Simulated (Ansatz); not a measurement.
A nudged elastic band was laid between two geometries of BrH + FH6HfN3 (13 atoms, charge 0, multiplicity 1).

These are results of RKS PBE/def2-SVP in Ansatz, not measurements.

```yaml
movable_images: 7
climbing_image: yes
spring: 5.0 eV/Å²
optimiser: quadratic models (default)
start_path: through a guess of the saddle point
force_threshold: 0.05 eV/Å
iteration_limit: 60
end_points: relaxed
```

Image 0:

```xyz
13
Properties=species:S:1:pos:R:3
Hf 0.038 0.058 -0.093
F -0.066 0.098 1.892
N 1.975 -0.038 -0.728
H 2.691 -0.657 -0.328
H 2.424 0.557 -1.432
N -0.757 1.741 -0.930
H -1.466 1.793 -1.670
H -0.616 2.688 -0.557
N -0.942 -1.542 -0.887
H -1.878 -1.817 -0.561
H -0.610 -2.245 -1.555
Br -3.175 -0.460 2.267
H -1.744 -0.177 2.378
```

Image 8:

```xyz
13
Properties=species:S:1:pos:R:3
Hf -0.498 -0.111 -0.042
F 0.083 1.114 1.990
N 1.532 -0.289 -0.041
H 2.097 -0.871 -0.669
H 2.153 0.180 0.629
N -1.022 1.575 -1.049
H -1.996 1.888 -1.160
H -0.407 2.284 -1.463
N -1.000 -1.569 -1.369
H -0.933 -2.578 -1.183
H -1.402 -1.446 -2.305
Br -2.077 -0.812 2.023
H -0.656 0.634 2.435
```

Problem. Which bonds break or form, and what moves?

Solution. Bonds broken: Br12–H13. Bonds formed: Hf1–Br12, F2–H13. BrH + FH6HfN3 becomes BrFH7HfN3.

Problem. What energy profile does the band end with?

Solution. The forces met the threshold. The highest image is number 4 of 0 to 8, 0.127 eV above the first end and 0.159 eV above the last; the last end lies 0.032 eV below the first. The profile has 2 maxima (images 1, 4) with wells between them (image 3): this band takes more than one step, which may be the mechanism or a detour left from its start path. A vibrational analysis at the climbing image gives one clearly imaginary mode, 127i cm⁻¹: a first-order saddle point. The orbitals stay closed-shell, which can raise the energy where a bond breaks towards radicals; this wasn't checked here.

| image | path coordinate (Å) | energy (eV) | Br12–H13 (Å) | Hf1–Br12 (Å) | F2–H13 (Å) |
| --- | --- | --- | --- | --- | --- |
| 0 | 0.00 | 0.000 | 1.46 | 4.02 | 1.77 |
| 1 | 1.22 | 0.104 | 1.46 | 4.23 | 1.78 |
| 2 | 2.44 | 0.075 | 1.46 | 4.27 | 1.77 |
| 3 | 3.66 | 0.002 | 1.46 | 3.92 | 1.76 |
| 4 | 4.89 | 0.127 | 1.64 | 3.03 | 1.25 |
| 5 | 5.56 | 0.068 | 1.88 | 2.80 | 1.04 |
| 6 | 6.23 | 0.032 | 1.95 | 2.76 | 1.02 |
| 7 | 6.90 | -0.009 | 2.01 | 2.72 | 1.00 |
| 8 | 7.58 | -0.032 | 2.07 | 2.69 | 0.99 |

Problem. What is the geometry of the highest image?

Solution. 
```xyz
13
Properties=species:S:1:pos:R:3
Hf -0.281 -0.033 0.026
F -0.013 -0.030 2.142
N 1.713 -0.003 -0.378
H 2.224 -0.616 -1.022
H 2.387 0.640 0.057
N -0.923 1.582 -1.030
H -1.851 2.003 -0.896
H -0.386 2.154 -1.689
N -0.856 -1.705 -0.978
H -0.723 -2.665 -0.635
H -1.419 -1.748 -1.835
Br -2.764 0.291 1.727
H -1.238 0.132 2.306
```

Run time: 6.2 min on 4 threads of Arm Neoverse V1, with other jobs on the host, peak memory 0.25 GiB.
